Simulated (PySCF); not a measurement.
# SnCl⁺: energy against distance

Set-up: PySCF, scalar-relativistic core potentials, basis sets Sn cc-pVTZ-PP with ECP28, Cl cc-pV(T+d)Z. Energies in eV from Sn⁺ + Cl in their ground configurations at the same level. All curves are PBE0. state 1: ¹Σ⁺ (singlet), closed shell; state 2: ³Π (triplet), unpaired electrons σ ↑, π ↑, a second solution, started from another occupation.

| R (Å) | state 1 | state 2 |
| --- | --- | --- |
| 1.955 | -2.798 | 1.0944 |
| 2.046 | -3.601 | 0.3242 |
| 2.137 | -4.033 | -0.1091 |
| 2.205 | -4.180 | -0.2843 |
| 2.273 | -4.217 | -0.3727 |
| 2.341 | -4.170 | -0.4029 |
| 2.432 | -4.013 | -0.3887 |
| 2.546 | -3.717 | -0.3303 |
| 2.682 | -3.279 | -0.2486 |
| 2.864 | -2.641 | -0.1573 |

Task: Put a parabola through the three lowest points of the state 1 curve and estimate Re, k and ωe (reduced mass 27.07 u; 1 eV/Å² = 0.16022 mdyn/Å; ωe = 1302.8·√(k/μ) cm⁻¹).

Result: Through R = 2.205, 2.273, 2.341 Å the second-order coefficient is 9.08 eV/Å², so Re ≈ 2.269 Å, k ≈ 2.91 mdyn/Å and ωe ≈ 427 cm⁻¹. A polynomial fit of higher order to the unrounded PBE0 energies gives Re = 2.266 Å, k = 2.95 mdyn/Å, ωe = 430 cm⁻¹; anharmonicity and rounding make the difference.

The higher-order fit for each curve: state 1: Re = 2.266 Å, ωe = 430 cm⁻¹, De = 4.22 eV; state 2: Re = 2.359 Å, ωe = 262 cm⁻¹, minimum 0.404 eV below the ground-state fragments.

These are scalar-relativistic numbers at best; spin–orbit coupling would shift them, the dissociation energy most. For an ion De counts to the pair picked by the measured ionisation energies or electron affinities, which need not be the lowest pair at this level. Counting both spins, an empty level lies below a filled one in some of these solutions, because spin and occupation are held.
